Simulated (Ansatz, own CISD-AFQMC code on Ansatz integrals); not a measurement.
C2H2Si, SMILES `C#C[SiH]` (charge 0, multiplicity 1).

Cartesian coordinates (Å):
```xyz
5

C     -1.2644    -0.3654     0.3814
C     -0.0709    -0.2011     0.2319
Si     1.7365    -0.1892    -0.0769
H     -2.3120    -0.4930     0.5183
H      1.9109     1.2487     0.3897
```
Charge 0, spin multiplicity 1.

Frozen-core correlation energies in cc-pVDZ at a geometry from B3LYP-D3(BJ)/def2-TZVP, on an HF energy of -365.71782 Ha (<S^2> = 0.00, restricted and unstable towards unrestricted orbitals). Wave-function levels are from Ansatz, the walk from an own CISD-AFQMC code on Ansatz integrals (time step 0.005/Ha, trial state from CCSD amplitudes, largest double 0.08).

| level | correlation energy (mHa) |
|---|---|
| MP2 | -327.6 |
| CCSD | -359.0 |
| CCSD(T) | -374.6 |
| CCSDT(Q) | -376.9 |

Question: What correlation energy does phaseless AFQMC give, and where does it lie among these levels?

Answer: -377.0 ± 0.4 mHa (one standard error). AFQMC minus each level: MP2 -49.4 mHa, CCSD -18.1 mHa, CCSD(T) -2.4 mHa, CCSDT(Q) -0.1 mHa.
